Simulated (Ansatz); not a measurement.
One change: `C=C(F)SC` becomes `C=C(F)[Te]C`.

Ansatz, PBE0-D4/def2-TZVP geometries, multiplicity 1. Each molecule was computed in one conformer, which needn't be the lowest.

Elements past krypton have def2 core potentials.

| property | `C=C(F)SC` |
| --- | --- |
| HOMO energy (B3LYP/def2-TZVPP) / eV | -6.49 |
| LUMO energy (PBE/def2-TZVPP) / eV | -1.18 |
| HOMO energy (ωB97M-V/def2-TZVPP) / eV | -8.86 |
| HOMO–LUMO gap (PBE0/def2-TZVPP) / eV | 6.49 |
| LUMO energy (PBE0/def2-TZVPP) / eV | -0.21 |
| size of the dipole moment (ωB97M-V/def2-TZVPP) / D | 1.18 |

Problem. What does the change do to each property? (Best estimate.)

Solution. Ansatz gave: 
```json
{"property": "HOMO energy (B3LYP/def2-TZVPP) / eV", "`C=C(F)[Te]C`": "-5.89", "shift": "0.60"}
{"property": "LUMO energy (PBE/def2-TZVPP) / eV", "`C=C(F)[Te]C`": "-1.67", "shift": "-0.49"}
{"property": "HOMO energy (ωB97M-V/def2-TZVPP) / eV", "`C=C(F)[Te]C`": "-8.19", "shift": "0.67"}
{"property": "HOMO–LUMO gap (PBE0/def2-TZVPP) / eV", "`C=C(F)[Te]C`": "5.25", "shift": "-1.24"}
{"property": "LUMO energy (PBE0/def2-TZVPP) / eV", "`C=C(F)[Te]C`": "-0.84", "shift": "-0.63"}
{"property": "size of the dipole moment (ωB97M-V/def2-TZVPP) / D", "`C=C(F)[Te]C`": "1.10", "shift": "-0.08"}
```

With PBE0 the HOMO rises by 0.61 eV and the LUMO falls by 0.63 eV, so the gap narrows by about 1.24 eV. PBE moves the HOMO by 0.49 eV and ωB97M-V by 0.67 eV. Dipoles are sizes alone; their direction can turn.

B3LYP here is the variant with VWN-RPA as its local correlation; programs differ in this.

Spin–orbit coupling is left out; it splits and shifts lone-pair levels of the heavy atoms by tenths of an eV.
